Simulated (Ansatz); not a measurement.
Ideal-gas functions of CF6Ge (`F[C](F)(F)[Ge]([F])([F])[F]`) at 400 K and 1 bar, from an Ansatz frequency run at PBE0-D4/def2-TZVP.

Molar mass 198.61 g/mol, point group C3v (symmetry number 3), electronic degeneracy 1, moments of inertia 232.395, 448.14, 448.143 u Å². Harmonic wavenumbers (cm⁻¹, unscaled): 23, 104, 104, 215, 215, 225, 276, 276, 337, 532, 532, 726, 763, 774, 774, 1190, 1190, 1198.

Use S(trans) = R[1.5 ln M + 2.5 ln T − 1.1517]; rotational temperatures θ = 24.2544 K / I; S(rot) = R[ln(√π/σ · √(T³/θAθBθC)) + 1.5]; for each mode x = 1.438777 ν̃/T, S = R[x/(eˣ − 1) − ln(1 − e⁻ˣ)] and H = RT x/(eˣ − 1); 1 cm⁻¹ = 0.0119627 kJ/mol; R = 8.31446 J/(mol·K).

Task: By hand: the entropy, in J/(mol·K).

Result: Translation 181.0. Rotation: θ = 0.1044, 0.0541, 0.0541 K, giving 116.5. Vibration, mode by mode: 29.04, 16.54, 16.54, 10.66, 10.66, 10.30, 8.71, 8.71, 7.21, 4.08, 4.08, 2.35, 2.12, 2.05, 2.05, 0.62, 0.62, 0.60, in all 136.9. Electronic 0.0. Sum 434.4 J/(mol·K).

Task: By hand: H − E and G − E in kJ/mol, counted from the electronic energy.

Result: Zero-point energy ½ × 9454 × 0.0119627 = 56.5; thermal vibration 26.2; translation, rotation and pV give 4 RT = 13.3. H − E = 96.0 kJ/mol, and G − E = 96.0 − 400 × 434.4/1000 = -77.8 kJ/mol.

Vibration gives 32 % of the entropy, 62.1 J/(mol·K) of it from the modes under 150 cm⁻¹: soft modes count most, and the harmonic formula is weakest for them.
